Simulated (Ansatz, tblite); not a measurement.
Forces on NiCl₂ at its PBE0-D4/def2-TZVP geometry. The state is a singlet with charge 0.

The xTB rows come from tblite. The restricted singlet is unstable towards broken spin symmetry in Hartree–Fock (as tested in another run); at PBE-D4/def2-TZVP this wasn't settled. In the singlet, Cl2 and Cl3 lie 2.26 Å apart (atoms count from 1), so these atoms are partly bonded to each other. No other spin state of charge 0 was run. Another isomer (triplet) lies 4.39 eV lower at PBE0-D4/def2-TZVP; other spin states weren't run for this one.

GFN1-xTB (tblite), largest force 0.56 eV/Å:

```xyz
3
positions Å, forces eV/Å
Ni    0.305   -0.022   -1.716   -0.009    0.036    0.557
Cl    0.729    0.243    0.191    0.012   -0.025   -0.415
Cl   -1.033   -0.220    1.524   -0.003   -0.011   -0.142
```

GFN2-xTB (tblite), largest force 0.75 eV/Å:

```
Ni -0.077 -0.012 0.182
Cl -0.446 -0.117 0.341
Cl 0.523 0.129 -0.523
```

PBE-D4/def2-TZVP (Ansatz), largest force 0.33 eV/Å:

```
Ni -0.021 -0.021 -0.211
Cl 0.268 0.084 -0.004
Cl -0.247 -0.063 0.215
```
